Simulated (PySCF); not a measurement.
C₃H₈O₂Si.
Z-matrix (Å and degrees, PBE0-D3(BJ)/def2-SVP geometry), rows numbered from 1:
```
O 
C   1  1.4080
C   2  1.4949  1  112.29
C   3  1.3370  2  125.15  1  -126.22
O   4  1.3541  3  122.88  2    -1.89
Si  5  1.6778  4  125.75  3   176.61
H   1  0.9631  2  107.11  3    57.33
H   2  1.1031  1  105.73  3   119.82
H   2  1.1058  1  112.35  3  -123.99
H   3  1.0939  2  117.26  1    52.02
H   4  1.0989  3  120.84  2   178.66
H   6  1.4941  5  110.18  4   -58.62
H   6  1.4847  5  105.66  4  -178.41
H   6  1.4935  5  110.26  4    61.67
```

Method used: PBE0-D3(BJ)/def2-SVP geometry optimisation, gas phase (PySCF 2.14.0).

Masses are those of the commonest isotopes; rigid-rotor values at the optimised geometry. The values belong to one conformer with, in the numbering `[OH:1][CH2:2]/[CH:3]=[CH:4]\[O:5][SiH3:6]`, H–O1–C2–C3 57°, O1–C2–C3–C4 -126°, C3–C4–O5–Si6 177°.

(1) What are A, B and C (GHz)?

(2) What kind of rotor is it?

(3) What does the inertial defect say?

(4) Predict some low-J microwave lines.

(5) Estimate the classical rotational partition function at 10 K, 50 K and 500 K.

## Answers

(1) Ia = 53.65, Ib = 472.19, Ic = 498.47 u·Å²; 505379 MHz·u·Å²/I gives 9420, 1070 and 1014 MHz, that is A = 9.4196, B = 1.0703, C = 1.0139 GHz.

(2) A near-prolate asymmetric top. Ray's parameter κ = (2B − A − C)/(A − C) = -0.987; −1 is the prolate and +1 the oblate limit.

(3) Not planar: Δ = Ic − Ia − Ib = -27.37 u·Å². For a rigid frame Δ = −2 Σ m c², so Σ m c² = 13.68 u·Å² lies off the ab plane: 7.50 from hydrogen and 6.19 from heavier atoms. The atom farthest from that plane is 1.52 Å away.

(4) The dipole components are |μa| = 2.56 D, |μb| = 0.58 D, |μc| = 0.80 D. Intensities carry the squares of the components, which stand as 1.00 : 0.05 : 0.10 (a : b : c). Some of the stronger lines:

| type | branch | J(Ka,Kc) | MHz | lower level (cm⁻¹) |
| --- | --- | --- | --- | --- |
| a | Q | 4(1,3) ← 4(1,4) | 564 | 0.965 |
| a | R | 1(0,1) ← 0(0,0) | 2084 | 0.000 |
| a | R | 2(1,2) ← 1(1,1) | 4112 | 0.348 |
| a | R | 2(0,2) ← 1(0,1) | 4168 | 0.070 |
| a | R | 2(1,1) ← 1(1,0) | 4225 | 0.350 |
| a | R | 3(1,3) ← 2(1,2) | 6168 | 0.485 |
| a | R | 3(0,3) ← 2(0,2) | 6251 | 0.209 |
| a | R | 3(2,2) ← 2(2,1) | 6252 | 1.326 |
| a | R | 3(2,1) ← 2(2,0) | 6254 | 1.326 |
| a | R | 3(1,2) ← 2(1,1) | 6337 | 0.491 |
| a | R | 4(1,4) ← 3(1,3) | 8223 | 0.691 |
| a | R | 4(0,4) ← 3(0,3) | 8334 | 0.417 |
| a | R | 4(2,3) ← 3(2,2) | 8336 | 1.535 |
| a | R | 4(3,2) ← 3(3,1) | 8337 | 2.932 |
| a | R | 4(3,1) ← 3(3,0) | 8337 | 2.932 |
| a | R | 4(2,2) ← 3(2,1) | 8339 | 1.535 |
| a | R | 4(1,3) ← 3(1,2) | 8449 | 0.702 |

(5) Point group C1, symmetry number σ = 1; q = (√π/σ)·√((kT/h)³/(ABC)), k/h = 20836.6 MHz/K: 1670 at 10 K, 18600 at 50 K, 590000 at 500 K.

No frequency check. No vibrational averaging or centrifugal distortion is included, and the geometry carries the error of its method. A rigid rotor knows nothing of internal rotation, which can split or shift real lines.
